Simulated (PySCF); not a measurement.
Sc: ionisation energy

Sc [Ar] 3d1 4s2 (2D) → Sc⁺ [Ar] 3d1 4s1 (3D), as a difference of total energies. Computed with PySCF 2.14 in 6-31G*, with no relativity, point nucleus. Correlated levels: valence: [Ar] frozen. The calculations carry no spin-orbit coupling.

| method | ionisation energy (eV) |
| --- | --- |
| UHF | 5.356 |
| LDA | 6.594 |
| MP2 (valence) | 5.881 |
| SCS-MP2 (valence) | 5.987 |

Q: How much does correlation contribute at MP2 (valence)?

A: 5.881 − (5.356) = 0.525 eV, measured against UHF.

These non-relativistic numbers lack the scalar-relativistic shift.

Errors of the correlated levels include the incompleteness of this basis and the frozen core.

MP2 underrates the near-degeneracy of ns² with np² in the lower species.

For comparison: 6.562 eV (measured; NIST levels, between the centres of gravity of the two terms).
